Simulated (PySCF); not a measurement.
# Static response to an electric field

Compound: C4H12Si.
Geometry (PBE0-D3(BJ)/def2-SVP, Å), atoms numbered from 1 in this order:
```
atom  x, y, z in Å
C1     2.7102    0.4403   -0.1565
C2     1.3123   -0.1549   -0.2433
C3     0.3701    0.3426    0.8525
Si4   -1.3842   -0.3475    0.7620
C5    -2.2339    0.1261   -0.8492
H6     2.6804    1.5382   -0.2460
H7     3.3657    0.0571   -0.9536
H8     3.1835    0.2023    0.8094
H9     1.3794   -1.2562   -0.1962
H10    0.8822    0.0718   -1.2347
H11    0.3050    1.4458    0.8254
H12    0.7821    0.0947    1.8474
H13   -1.3394   -1.8422    0.8779
H14   -2.1793    0.1742    1.9207
H15   -1.7019   -0.2950   -1.7162
H16   -3.2689   -0.2473   -0.8746
H17   -2.2649    1.2208   -0.9672
```

Level: wB97X-D/def2-SVPD (PySCF), static field, nuclei fixed, core orbitals frozen in the response. The polarisability tensor in these axes (au):

```
x   89.40  2.41 -0.38
y    2.41 70.62 -0.66
z   -0.38 -0.66 75.34
```

**Question.** What are the eigenvalues, a third of the trace, and Δα (Δα² = ½Σ(αi − αj)² over the three pairs)?

**Answer.** Principal values 70.24, 75.40 and 89.72 au; mean 78.46 au = 11.63 Å³ = 12.94 × 10⁻⁴⁰ C²·m²/J; Δα = 17.48 au (22 % of the mean).

**Question.** What is the dipole moment, and where does it point?

**Answer.** (0.38, 0.40, -0.57) D, 0.79 D in size, pointing from the negative to the positive side. Measured along this direction, the outermost atoms are H14 at the negative end and H7 and H6 at the positive end.

**Question.** What would n − 1 = 2πNα be for an ideal gas of these molecules at 350 K and 1 atm, electronic part alone?

**Answer.** N = p/kT = 2.0968 × 10¹⁹ cm⁻³, so n − 1 = 2π × N × 11.63 × 10⁻²⁴ cm³ = 1532 × 10⁻⁶ at long wavelengths, for an ideal gas.

**Question.** What are the principal values of the traceless quadrupole moment, Θ = ½Σq(3rr − r²1), about the centre of nuclear charge?

**Answer.** -2.36, 0.29, 2.07 D·Å. The values depend on the origin, since the dipole doesn't vanish. The electronic extent ⟨r²⟩ about the same centre is 868 bohr², a root-mean-square distance of 2.20 Å for the 50 electrons.

**Question.** How large is μ²/3kT at 250 K beside α?

**Answer.** In Gaussian units μ²/3kT = 6.04 Å³ against 11.63 Å³, a ratio of 0.52; the Debye molar polarisation (4π/3)N_A(α + μ²/3kT) is 44.6 cm³/mol, leaving out the vibrational part.

**Question.** Sum over states: ᾱ = Σ f/ω², ω in Eh. What share falls to these 6 lowest TDDFT singlets (eV, f)? 8.23, 0.0347; 8.51, 0.0316; 8.73, 0.0870; 8.82, 0.0614; 8.91, 0.0181; 8.99, 0.0289.

**Answer.** They add up to 2.57 au, 3.3 % of the 78.46 au; the largest single term is 0.85 au, from the state at 8.73 eV. Terms in order: 0.38, 0.32, 0.85, 0.58, 0.17, 0.26 au. Higher excitations give the rest. The strengths listed sum to 0.262.

The structure is a single PBE0-D3(BJ)/def2-SVP conformer in the gas phase; no vibrational or solvent corrections.

Note: wB97X-D ran without an empirical dispersion term, which enters the total energy and its gradient alone.
